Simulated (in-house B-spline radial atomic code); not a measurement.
## B3LYP (VWN-RPA) excitations of the vanadium ion V⁵⁺

Method: B3LYP (VWN-RPA). Computed with a B-spline radial code for spherical atoms: linear response of the closed shell [Ne] 3s2 3p6 with the functional's adiabatic kernel; non-relativistic, point nucleus, no spin-orbit coupling, no double excitations, S, P, D and F terms only. Only terms of natural parity with L up to 3 were computed.

Command:
```bash
python run_td.py task.json out
```
Settings (radii: box in bohr, nucleus in fm):
```
Z                        23
electrons                18
configuration            [Ne] 3s2 3p6
hamiltonian              nr
method                   b3lyp
box_radius               16.35
intervals                52
```

Time taken, with all properties: 0.8 s on 1 thread of Arm Neoverse N1, on a shared host.

The lowest states, in the order of their Tamm-Dancoff energies; the method's threshold (minus the highest occupied level) is 119.80 eV. Labels give the largest channel, * marks a mixed state, and oscillator strengths are full-response dipole values. Semilocal kernels can invert the small singlet-triplet splittings of Rydberg terms. Energies in eV:

```
     state  full response  Tamm-Dancoff  oscillator strength
3p → 3d 3P          37.98         38.12                    -
3p → 3d 3F          38.54         38.76                    -
3p → 3d 1F              ?             ?                    -
3p → 3d 1P          54.52         56.98                 3.79
3p → 4s 3P          65.58         65.60                    -
3p → 4s 1P          66.52         66.57                0.231
3s → 3d 3D          66.85         66.92                    -
3s → 3d 1D          71.31         71.42                    -
3p → 4p 3S          72.45         72.48                    -
3p → 4p 3D          73.18         73.19                    -
3p → 4p 1D          73.86         73.87                    -
3p → 4p 1S          77.19         77.45                    -
3p → 4d 3P          84.64         84.66                    -
3p → 4d 3F          84.77         84.78                    -
3p → 4d 1F              ?             ?                    -
3p → 4d 1P          86.13         86.30               0.0699
```

Q: Where does 3p → 3d 1F lie?

A: At 42.13 eV in full response, 42.13 eV in Tamm-Dancoff.

Q: Where does 3p → 4d 1F lie?

A: At 85.18 eV in full response, 85.18 eV in Tamm-Dancoff.

Q: How large is the singlet-triplet splitting of 3p → 3d (F terms) in Tamm-Dancoff?

A: 3.38 eV, from the unrounded values.

Q: What polarisabilities and dispersion coefficient does the method give?

A: Dipole 1.089 bohr³, quadrupole 1.165 bohr⁵, C6 1.978 hartree·bohr⁶ for two such species.
